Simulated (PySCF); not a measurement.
# Electron correlation in K²⁺ (potassium, charge +2)

[Ne] 3s2 3p5, 2P determinant. All numbers are calculated (PySCF 2.14, the spin-free X2C one-electron Hamiltonian (Gaussian nucleus), in jorge-DZP-DKH). Frozen: [Ne] 3s2; 5 electrons correlated.

Total MP2 correlation energy: -16.30 mhartree.

Same-spin part -4.25 and opposite-spin part -12.04 mhartree; SCS-MP2 scales them by 1/3 and 6/5 to -15.87 mhartree.

```json
{"level": "CCSD", "correlation energy (mhartree)": "-18.10"}
{"level": "(T)", "correlation energy (mhartree)": "-0.04"}
{"level": "CCSD(T)", "correlation energy (mhartree)": "-18.14"}
```

Diagnostics: T1 = 0.00095, D1 = 0.0014, largest double amplitude 0.022.

Cost of the coupled-cluster step: 0.31 s of wall time on 1 thread of Neoverse-N1 (shared host), for 5 correlated electrons.

Iterations:

```
CC2 = 0
CCSD nocc = (np.int64(3), np.int64(2)), nmo = (25, 25)
frozen orbitals [[0, 1, 2, 3, 4, 5], [0, 1, 2, 3, 4, 5]]
max_cycle = 100
direct = 0
conv_tol = 1e-08
conv_tol_normt = 1e-06
diis_space = 8
diis_start_cycle = 0
Init t2, MP2 energy = -0.0162952113718626
Init E_corr(UCCSD) = -0.0162952113719604
cycle = 1  E_corr(UCCSD) = -0.0178343928582702  dE = -0.00153918149  norm(t1,t2) = 0.0065485
cycle = 2  E_corr(UCCSD) = -0.0180528940526491  dE = -0.000218501194  norm(t1,t2) = 0.00142773
cycle = 3  E_corr(UCCSD) = -0.018102392635841  dE = -4.94985832e-05  norm(t1,t2) = 0.000478909
cycle = 4  E_corr(UCCSD) = -0.0180983628170557  dE = 4.02981879e-06  norm(t1,t2) = 9.48625e-05
cycle = 5  E_corr(UCCSD) = -0.0180986897654041  dE = -3.26948348e-07  norm(t1,t2) = 1.1001e-05
cycle = 6  E_corr(UCCSD) = -0.0180987007556902  dE = -1.09902861e-08  norm(t1,t2) = 1.48938e-06
cycle = 7  E_corr(UCCSD) = -0.0180986942234181  dE = 6.53227209e-09  norm(t1,t2) = 2.51947e-07
UCCSD converged
E(UCCSD) = -600.1780637739873  E_corr = -0.01809869422341809
UCCSD(T) correction = -4.49902596751826e-05
```
